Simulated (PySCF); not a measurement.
Input for PySCF: R-B3LYP/3-21G on H2S2Se (SMILES S[Se]S), a point of a torsion scan.

```python
from pyscf import gto, scf, dft, mp
from pyscf.data.elements import chemcore

mol = gto.M(
    atom='''
    S     1.81227662   -0.13597790   -0.21184221
    Se    0.41425554   -1.29638703   -1.50878749
    S    -1.09433001    0.16724111   -2.02951973
    H     0.88232631    0.68460559    0.27474244
    H    -0.53392453    0.67214401   -3.13580730
    ''',
    basis='3-21g',
    charge=0, spin=0, verbose=3, max_memory=1800)
mf = dft.RKS(mol, xc='b3lyp')
mf.conv_tol = 1e-8
mf.max_cycle = 100
mf.kernel()
if not mf.converged:
    mf = mf.newton().run(mf.mo_coeff, mf.mo_occ)
```

It printed:

```
converged SCF energy = -3183.83084232985
```

The calculation finished and met its thresholds.

Cost: roughly 4 core-seconds.
